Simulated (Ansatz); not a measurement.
Job for Ansatz (a program for electronic structure): U-wB97M-V/def2-TZVPP on CHO2 (SMILES [O]C=O), 2S+1 = 2, atoms moved off the minimum.

Ansatz 0.2 input:
```yaml
crystal:
  periodic: [false, false, false]
  atoms:
    - {symbol: O, position_ang: [1.15892437, -0.07473051, 0.05097233]}
    - {symbol: C, position_ang: [0.05554880, 0.17758180, -0.04090399]}
    - {symbol: O, position_ang: [-1.09396340, -0.29069584, -0.00212643]}
    - {symbol: H, position_ang: [-0.14109319, 1.30218341, -0.00236046]}
basis:
  gaussian:
    orbitals: def2-TZVPP
hamiltonian:
  xc: {name: wB97M-V}
magnetization: {spin_polarized: true, initial_magnetization: 1}
output: {forces: true}
```

The log:

```
WARN ansatz: RAYON_NUM_THREADS=1 ignored (pool sized by the plan → 1); use --threads N
Functional definition: wB97M-V
integrals: 0.03 GiB planned
541 factors; their error is unknown
integrals: 0.06 GiB planned
114 factors; integrals over basis functions are off by at most 1.5e-5 eV
mean field: 0.45 GiB planned
mean field evaluation 1: about -5142.3452 eV, gradient 3.1e1 eV
mean field evaluation 2: about -5142.1419 eV, gradient 3.4e1 eV
mean field evaluation 4: about -5145.4707 eV, gradient 1.2e0 eV
mean field evaluation 8: about -5145.4981 eV, gradient 2.3e-1 eV
mean field evaluation 16: about -5145.5132 eV, gradient 4.0e-3 eV
mean field evaluation 32: about -5145.2999 eV, gradient 2.4e0 eV
mean field -5145.51317052 eV, -189.0941212625 hartree, gradient 6.1e-5 eV, S^2 0.755602; 4 other end points of the search recorded, 0 dependent functions left out
the calculation of the forces begins
reference -5145.51319697 eV, -189.0941222345 hartree; 12, 11 occupied and 95, 96 virtual orbitals, 541 factors
Total energy: -5145.51319697 eV, -189.0941222345 hartree
Atom 0 at     1.158924    -0.074731     0.050972 Å, force     6.378358    -1.865354     0.054933 eV/Å
Atom 1 at     0.055549     0.177582    -0.040904 Å, force    -5.028460     1.262202     0.581790 eV/Å
Atom 2 at    -1.093963    -0.290696    -0.002126 Å, force    -0.646170    -0.082520    -0.365233 eV/Å
Atom 3 at    -0.141093     1.302183    -0.002360 Å, force    -0.703728     0.685671    -0.271490 eV/Å
Dipole moment:    -0.076884     0.293723    -0.028327 e Å
```

Self-consistency was reached.

Cost: roughly 4 core-seconds.
